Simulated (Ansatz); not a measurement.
`N[SiH2][GeH3]` + H₂S → `S[SiH2][GeH3]` + NH₃ at 298.15 K and 1 bar (ligand exchange at the Si–N bond).

Computed with Ansatz on PBE0-D4/def2-TZVP structures; ΔE is electronic, products minus reactants. CBS: MP2 limit from def2 TZ/QZ plus the TZ coupled-cluster correction, frozen cores. This one scheme is used for every species. For Ge outer-core shells are correlated without core-valence functions, which leaves a few kJ/mol of doubt a bond. Scalar relativity is left out up to krypton. One conformer a species, not always the lowest.

```tsv
species	CCSD(T)/CBS energy (Eh)	H − E (kJ/mol)	S (J/(mol·K))
`N[SiH2][GeH3]`	-2424.12162	193.9	339.7
H₂S	-398.97279	49.9	205.7
`S[SiH2][GeH3]`	-2766.59259	151.4	348.1
NH₃	-56.50880	100.5	192.4
```

H − E and S are ideal-gas, rigid-rotor, harmonic terms from PBE0-D4/def2-TZVP, for one conformer and one mirror image of each species. 1 Eh = 2625.50 kJ/mol, R = 8.31446 J/(mol·K).

Question: By hand: ΔE, ΔH, ΔS and ΔG.

Answer: ΔE = (-2766.59259) + (-56.50880) − (-2424.12162) − (-398.97279) = -0.00698 Eh = -18.3 kJ/mol. Δ(H − E) = 151.4 + 100.5 − 193.9 − 49.9 = 8.1, so ΔH = -10.2 kJ/mol. ΔS = 348.1 + 192.4 − 339.7 − 205.7 = -4.9 J/(mol·K). ΔG = -10.2 − 298.15 × (-4.9)/1000 = -8.7 kJ/mol.

Question: By hand: the equilibrium constant, and the temperature at which ΔG would vanish if ΔH and ΔS stayed fixed.

Answer: log₁₀ K = −ΔG/(RT ln 10) = 1.5. ΔG = 0 at ΔH/ΔS = 2082 K, though so small a ΔS makes that figure unsure.

The number of gas molecules stays the same, so ΔS is small and ΔH decides. A doubt of 5 kJ/mol in ΔE shifts log₁₀ K by 0.9 here. Other conformers and mirror images would add mixing entropy, several J/(mol·K) or more a flexible species. These are equilibria of isolated gas molecules and say nothing of rates. Largest T1 diagnostic: 0.012 (customary marks: 0.02 for closed shells, 0.045 for open ones).
